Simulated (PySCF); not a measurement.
Species: CH5BF3N.
Bonds: N1–B2, B2–C3, C3–F4, C3–F5, C3–F6. Hydrogens: H7, H8, H9 on N1; H10, H11 on B2.

Computed by this run: PySCF, PBE0-D3(BJ)/def2-SVP geometry optimisation, gas phase; density fitting, grid level 1; the optimiser is geomeTRIC in internal coordinates, started from a GFN2-xTB structure with every atom displaced at random (about 0.01 Å).

Step 0: E = -11416.1594 eV
```
atom  x, y, z in Å  |  force x, y, z in eV/Å
N1     -1.2773    0.1782   -0.0579    0.186   1.344  -0.551
B2      0.0210   -0.6329   -0.4989    0.706   0.595   1.105
C3      1.1765    0.1569    0.3201    2.091   0.064   0.471
F4      2.4847   -0.2927    0.1726   -1.906   0.275   0.005
F5      1.2396    1.4860    0.0043   -0.277  -0.248  -0.177
F6      0.9619    0.1710    1.6772   -0.169  -0.219  -0.477
H7     -1.3829    0.1525    0.9510   -0.063   0.016   0.356
H8     -1.1559    1.1818   -0.3410   -0.200  -0.982   0.357
H9     -2.1227   -0.1737   -0.4886   -0.304  -0.133  -0.135
H10    -0.0836   -1.7423   -0.1019   -0.119  -0.792   0.196
H11     0.1759   -0.5093   -1.6518    0.054   0.079  -1.150
```

Step 1: E = -11416.2698 eV
```
atom  x, y, z in Å  |  force x, y, z in eV/Å
N1     -1.3240    0.1825   -0.0730    0.074   0.143   0.020
B2      0.0471   -0.5732   -0.4446    0.103   0.142   0.130
C3      1.2209    0.1872    0.3516   -0.252  -0.344  -0.328
F4      2.3855   -0.4120    0.0751    0.240   0.310   0.277
F5      1.3441    1.5039    0.0236    0.050  -0.105   0.039
F6      1.0665    0.1836    1.7046    0.055  -0.003  -0.092
H7     -1.4877    0.1519    0.9357   -0.048  -0.004  -0.003
H8     -1.2694    1.1659   -0.3506   -0.049  -0.024   0.018
H9     -2.1174   -0.2454   -0.5495   -0.029   0.019   0.034
H10    -0.0477   -1.7162   -0.0455   -0.070  -0.089  -0.038
H11     0.2191   -0.4525   -1.6421   -0.076  -0.046  -0.057
```

Problem. Estimate the geometry and energy of step 2. (The exact step hangs on the optimiser's Hessian estimate; all steps are aligned on step 1, rigid shifts and turns removed.)

Solution. E = -11416.3013 eV, largest force 0.288 eV/Å
```
atom  x, y, z in Å  |  force x, y, z in eV/Å
N1     -1.3092    0.1890   -0.0675    0.038   0.062   0.032
B2      0.0492   -0.5909   -0.4579    0.065   0.015   0.029
C3      1.2168    0.1730    0.3394    0.273  -0.083  -0.034
F4      2.4254   -0.3604    0.1213   -0.009   0.016   0.004
F5      1.3165    1.4912    0.0183   -0.113   0.110  -0.135
F6      1.0387    0.1781    1.6875   -0.158  -0.085   0.123
H7     -1.4657    0.1584    0.9424   -0.007   0.001   0.011
H8     -1.2492    1.1723   -0.3416   -0.004   0.012   0.006
H9     -2.1178   -0.2238   -0.5315   -0.010  -0.005   0.005
H10    -0.0664   -1.7373   -0.0648   -0.036  -0.013  -0.030
H11     0.1987   -0.4740   -1.6604   -0.040  -0.030  -0.012
```

The energy changes by -0.0315 eV. The first-order estimate −F·Δx gives -0.0526 eV and the mean of the old and new forces, exact on a quadratic surface, -0.0314 eV. The step makes an angle of 56° with the force vector and moves no atom by more than 0.080 Å.

What follows is the cost of the whole optimisation. On one thread of an Intel Xeon 6975P-C, shared host with 192 logical CPUs at a one-minute load of 31, this took 15 s and 0.46 GiB of memory at its peak.
